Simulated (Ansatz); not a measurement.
Ti₆⁺, relaxed as a doublet with UKS PBE-D4/def2-SVP in Ansatz, starting from the GFN2-xTB geometry. Force threshold 0.02 eV/Å.

The charge 1 doublet is spin-contaminated (final ⟨S²⟩ up to 2.29, 0.75 for a pure state). The structure comes from a short search, and lower isomers may exist.

Start:

```xyz
6

Ti   -1.9111   -1.3263   -0.9508
Ti    1.9100    1.3244    0.9531
Ti    1.5430   -1.0264   -1.6968
Ti    0.5086   -1.8713    1.5976
Ti   -0.5064    1.8720   -1.5976
Ti   -1.5441    1.0277    1.6945
```

| step | energy (eV) | largest force component (eV/Å) | SCF passes |
| --- | --- | --- | --- |
| 1 | -138620.3894 | 1.008 | 330 |
| 2 | -138620.5927 | 2.290 | 259 |
| 3 | -138623.4270 | 2.586 | 162 |
| 4 | -138626.1837 | 2.197 | 151 |
| 5 | -138627.3991 | 0.135 | 63 |
| 6 | -138627.4024 | 0.052 | 49 |
| 7 | -138627.4030 | 0.007 | 49 |
| 8 | -138627.4031 | 0.005 | 37 |
| 9 | -138627.4031 | 0.009 | 46 |
| 10 | -138627.4032 | 0.015 | 47 |
| 11 | -138627.4033 | 0.022 | 51 |
| 12 | -138627.4035 | 0.014 | 43 |

Force components are those of the run's own axes.

End:

```xyz
6

Ti   -1.3404   -1.0062   -0.6976
Ti    1.3386    1.0207    0.7036
Ti    1.1378   -0.8675   -1.2616
Ti    0.3766   -1.4069    1.0998
Ti   -0.3786    1.4126   -1.1035
Ti   -1.1339    0.8473    1.2593
```

Bonds formed: Ti1–Ti2, Ti3–Ti6, Ti4–Ti5 (atoms count from 1).

The force fell under the threshold at step 7, but the optimiser went on. No frequencies were taken in this run, so the end may be a saddle point.

Run time 6.8 min (4 threads of Arm Neoverse V1 on a shared host), peak host memory 0.91 GiB.
